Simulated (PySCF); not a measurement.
C8H7Br.
Atom-mapped SMILES: `[CH2:1]=[C:2]1[CH:3]=[CH:4][CH:5]=[C:6]([Br:7])[CH:8]=[CH:9]1` (hydrogens: H10, H11 on C1; H12 on C3; H13 on C4; H14 on C5; H15 on C8; H16 on C9)

All values: PBE0/def2-SVPD (PySCF, non-relativistic), on one gas-phase PBE0-D3(BJ)/def2-SVP geometry that isn't relaxed in the solvent. The solvent is an IEF-PCM continuum (Bondi radii, 1.10 Å for H, scaled by 1.2), and excitations are vertical TDDFT with non-equilibrium linear response and a frozen core. Only the electrostatic response of the medium enters. Spin–orbit coupling is left out although an atom past zinc is present.

Gas-phase singlets (H = HOMO, L = LUMO):

| state | E (eV) | λ (nm) | f | leading configurations |
| --- | --- | --- | --- | --- |
| S1 | 2.566 | 483 | 0.016 | H→L 98% |
| S2 | 4.337 | 286 | 0.258 | H→L+1 83% |
| S3 | 4.435 | 280 | 0.000 | H→L+2 98% |
| S4 | 4.978 | 249 | 0.279 | H-1→L 88% |
| S5 | 5.041 | 246 | 0.000 | H-2→L 99% |

Question: What are the lowest 5 singlets in chloroform (ε = 4.711)?

Answer: 
```
state  E (eV)  λ (nm)      f  leading configurations  change by rank (eV)
   S1   2.555     485  0.022                 H→L 99%               -0.011
   S2   4.223     294  0.434               H→L+1 90%               -0.114
   S3   4.426     280  0.000               H→L+2 98%               -0.009
   S4   4.991     248  0.362               H-1→L 93%               +0.013
   S5   5.149     241  0.000               H-2→L 99%               +0.108
```

Question: What are the lowest 5 singlets in acetonitrile (ε = 35.69)?

Answer: 
| state | E (eV) | λ (nm) | f | leading configurations | change by rank (eV) |
| --- | --- | --- | --- | --- | --- |
| S1 | 2.561 | 484 | 0.021 | H→L 99% | -0.005 |
| S2 | 4.253 | 292 | 0.403 | H→L+1 89% | -0.084 |
| S3 | 4.431 | 280 | 0.000 | H→L+2 98% | -0.004 |
| S4 | 5.031 | 246 | 0.349 | H-1→L 92% | +0.053 |
| S5 | 5.178 | 239 | 0.000 | H-2→L 99% | +0.137 |

Question: How do the frontier levels move from gas to acetonitrile?

Answer: 
```json
{"orbital": "LUMO+2", "gas (eV)": "-0.29", "solvent (eV)": "-0.26", "change (eV)": "+0.03"}
{"orbital": "LUMO+1", "gas (eV)": "-1.13", "solvent (eV)": "-1.07", "change (eV)": "+0.06"}
{"orbital": "LUMO", "gas (eV)": "-2.23", "solvent (eV)": "-2.17", "change (eV)": "+0.06"}
{"orbital": "HOMO", "gas (eV)": "-5.82", "solvent (eV)": "-5.78", "change (eV)": "+0.04"}
{"orbital": "HOMO-1", "gas (eV)": "-7.99", "solvent (eV)": "-8.04", "change (eV)": "-0.05"}
{"orbital": "HOMO-2", "gas (eV)": "-8.42", "solvent (eV)": "-8.50", "change (eV)": "-0.08"}
{"orbital": "HOMO-3", "gas (eV)": "-8.72", "solvent (eV)": "-8.65", "change (eV)": "+0.07"}
```

The HOMO–LUMO gap goes from 3.59 to 3.61 eV.
